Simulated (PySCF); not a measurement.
## Energy of Mo⁻ (molybdenum, charge -1) between two integer charges

The 5s beta orbital of [Kr] 4d5 5s2 is emptied in steps (occupation f), with all orbitals relaxed, ending at [Kr] 4d5 5s1. All numbers are calculated (PySCF 2.14, a scalar-relativistic core potential, in aug-cc-pVDZ-PP with ECP28MDF (5s5p4d2f, 54 functions)). The exact energy is a straight line in f; departures are measured from the line between the end points of the same method.

| f | BLYP (eV) |
| --- | --- |
| 1 | 0.000 |
| 0.8 | -0.315 |
| 0.6 | -0.486 |
| 0.4 | -0.496 |
| 0.2 | -0.334 |
| 0 | 0.000 |

Q: For BLYP, how does the orbital energy at f = 1 compare with the removal energy?

A: −ε = -1.172 eV against a total-energy difference of 0.743 eV. By Janak's theorem ε = ∂E/∂f, so the gap between them reflects the curvature. Along the path −ε is -0.485 (f = 0.8), 0.278 (f = 0.6), 1.115 (f = 0.4), 1.999 (f = 0.2) eV.

At f = 1 the orbital energy is positive for BLYP: only the finite basis holds the electron.

Reference removal energy between the ground levels: 0.747 eV (measured; photodetachment measurements, as compiled on the Wikipedia data page of electron affinities).
